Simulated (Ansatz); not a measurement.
```xyz
13

C    -0.432    1.230   -1.726
O     0.574    1.093   -0.745
Ge    0.737   -0.395    0.195
O     2.305   -0.256    0.978
Si   -0.959   -0.834    1.809
Cl    0.787   -2.011   -1.256
H    -1.438    1.185   -1.292
H    -0.351    0.460   -2.500
H    -0.306    2.209   -2.192
H     2.979    0.085    0.383
H    -0.679   -2.148    2.433
H    -0.956    0.248    2.822
H    -2.258   -0.867    1.092
```

Total charge 0; spin multiplicity 1.

List the B3LYP/def2-TZVPP orbital energies in eV (Ansatz). (Estimate.)

The calculation gave: Occupied: -10851.48, -2762.19, -1799.58, -1355.74, -1206.67, -1206.64, -1206.63, -520.75, -520.70, -278.18, -256.93, -195.95, -195.82, -195.82, -170.39, -144.15, -120.69, -120.63, -120.59, -99.48, -99.44, -99.44, -34.38, -34.32, -34.18, -34.15, -34.13, -27.66, -26.99, -22.11, -18.73, -16.04, -14.65, -13.57, -12.49, -12.31, -11.76, -10.31, -10.28, -10.15, -9.74, -9.15, -8.88, -8.65, -8.35, -7.82. Lowest empty: -0.66, -0.44, -0.25, 0.50, 1.08, 1.47, 1.60, 1.88.

B3LYP here is the variant with VWN-RPA as its local correlation; programs differ in this.
